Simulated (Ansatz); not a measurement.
A structure relaxed at PBE0-D4/def2-TZVP, charge 0, multiplicity 1:

```xyz
8

F     0.9117    0.4548   -2.1387
Si    0.3740    1.0132   -0.7312
Sn   -0.3713   -0.9595    0.7335
H     1.4795    1.7775   -0.0976
H    -0.7519    1.9403   -1.0147
H    -1.6348   -1.8290   -0.0128
H     0.9280   -2.0251    1.0263
H    -0.9352   -0.3723    2.2351
```

(1) Give its formula and SMILES.

(2) Point group (tolerance 0.08 Å, 0.16 Å for H)?

(3) Summarise the bond lengths by kind.

Answers

(1) FH5SiSn, `F[SiH2][SnH3]`.

(2) Cs.

(3) 1 × F–Si 1.607 Å; 1 × Si–Sn 2.568 Å; 2 × H–Si 1.486 Å; 3 × H–Sn 1.706 to 1.708 Å.

Results of the Gaussian-basis code of Ansatz.
